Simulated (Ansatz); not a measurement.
Consider the formal exchange of groups at the Si–C bond: `C[SiH2]/C(Cl)=C\F` + `O[SiH](Cl)Br` → `C[SiH2][SiH](O)Cl` + `F/C=C(/Cl)Br`.

Gas-phase electronic energies from Ansatz, PBE0-D4/def2-TZVP geometries. CBS: MP2 limit from def2 TZ/QZ plus the TZ coupled-cluster correction, frozen cores. Double bonds are as drawn, so ΔE can hold a change between cis and trans. Functionals use def2-TZVPP. B3LYP here is the variant with VWN-RPA as its local correlation; programs differ in this. For Br outer-core shells are correlated without core-valence functions, which leaves a few kJ/mol of doubt a bond. Scalar relativity is left out up to krypton. Each species was taken in one conformer, which may not be the lowest.

```
         level  ΔE (eV)
        PBE-D4     1.68
     r2SCAN-D4     1.89
       ωB97M-V     1.97
          PBE0     1.80
         B3LYP     1.84
MP2/def2-TZVPP     1.96
 HF/def2-QZVPP     2.12
  HF/CBS(def2)     2.12
```

(1) What does CCSD(T)/CBS give? (An estimate is asked.)

Largest T1 diagnostic among the species: 0.012.

Results:

(1) Ansatz gave: +1.94 eV. The listed levels differ from it by -0.26, -0.05, 0.03, -0.14, -0.10, 0.02, 0.18, 0.18 eV.

From PBE to PBE0 (25 % exact exchange), in def2-TZVPP and without D4, ΔE moves by +0.12 eV. In def2-TZVPP, CCSD(T) changes the Hartree–Fock value by −0.24 eV (the triples alone add −0.03 eV) and MP2 by −0.15 eV.
